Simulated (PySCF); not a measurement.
[PySCF: structure optimised with GFN2-xTB; GIAO PBE0/pcSseg-1 shieldings; no relativistic terms; rapidly exchanging positions averaged; no solvent model; single conformer]

Scale: TMS for $^{1}$H and $^{13}$C (reference shieldings calculated alike). Shifts are as computed. Against solution values, carbons near 30 ppm lie about +3 ppm off and those near 130 ppm about +5 ppm. Of 1211 compounds with measured shifts, 218 miss one by over three times the rms of a fit or turn the order of signals round; such compounds aren't used in these exercises. OH and NH positions are gas-phase values without hydrogen bonding to other molecules.

**Question.** Order these molecules by the shift of their most deshielded carbon-bound hydrogen, lowest δ first.
A. CC(/C=N\[SiH3])=C/C=O
B. C=C[P@@](=O)(O)C(C)C
C. CC[C@H]1C[Si@H](N)C1

**Answer.** C (1.87 ppm, hydrogen on an sp3 CH in a ring), B (6.70 ppm, hydrogen on a terminal =CH2 carbon), A (9.85 ppm, hydrogen on an aldehyde carbonyl carbon).

**Question.** Order these molecules by the shift of their most shielded carbon-bound hydrogen, lowest δ first.
A. FC(F)(F)OC1(C(F)(F)F)CC1
B. CC[C@H]1C[Si@H](N)C1
C. CC(/C=N\[SiH3])=C/C=O

**Answer.** B (0.95 ppm, hydrogen on a methyl carbon), A (1.36 ppm, hydrogen on a three-membered-ring carbon), C (2.21 ppm, hydrogen on an allylic methyl carbon).

**Question.** How many $^{13}$C and $^{1}$H signals does each give (equivalence by symmetry and fast rotation, but not about amide C–N or C=N bonds)? `CC(/C=N\[SiH3])=C/C=O`, `CC[C@H]1C[Si@H](N)C1`, `C=C[P@@](=O)(O)C(C)C`, `FC(F)(F)OC1(C(F)(F)F)CC1`

**Answer.** CC(/C=N\[SiH3])=C/C=O: 5 C, 5 H; CC[C@H]1C[Si@H](N)C1: 4 C, 7 H; C=C[P@@](=O)(O)C(C)C: 5 C, 7 H; FC(F)(F)OC1(C(F)(F)F)CC1: 4 C, 2 H.
